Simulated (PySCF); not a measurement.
**How methods differ on the excitation energy of Ne²⁺**

Ne²⁺ [He] 2s2 2p4 (3P) → Ne²⁺ [He] 2s2 2p3 3s1 (5S), as a difference of total energies. Computed with PySCF 2.14 in dyall-acv3z (15s9p4d2f, 76 functions), with no relativity, point nucleus. Correlated levels: valence: 1s2 frozen; valence and next inner shell: nothing frozen; virtual orbitals above 40 to 60 times the deepest correlated orbital energy dropped. The calculations carry no spin-orbit coupling.

| method | excitation energy (eV) |
| --- | --- |
| UHF | 37.290 |
| LDA | 38.456 |
| PBE | 38.662 |
| PBE0 | 38.638 |
| r2SCAN | 38.851 |
| MN15 | 39.272 |
| wB97X | 39.188 |
| r2SCAN0 | 38.722 |
| B97-3 | 39.045 |
| MP2 (valence) | 38.179 |
| SCS-MP2 (valence) | 38.365 |
| MP2 (valence and next inner shell) | 38.211 |
| SCS-MP2 (valence and next inner shell) | 38.378 |

Problem. How much does correlation contribute at MP2 (valence and next inner shell)?

Solution. 38.211 − (37.290) = 0.921 eV, measured against UHF.

A first-order spin-orbit estimate (lowest level to lowest level, LS coupling) adds 0.038 eV.

The promoted electron is Rydberg-like, and one or two diffuse shells describe it only roughly, which tends to raise the upper state.
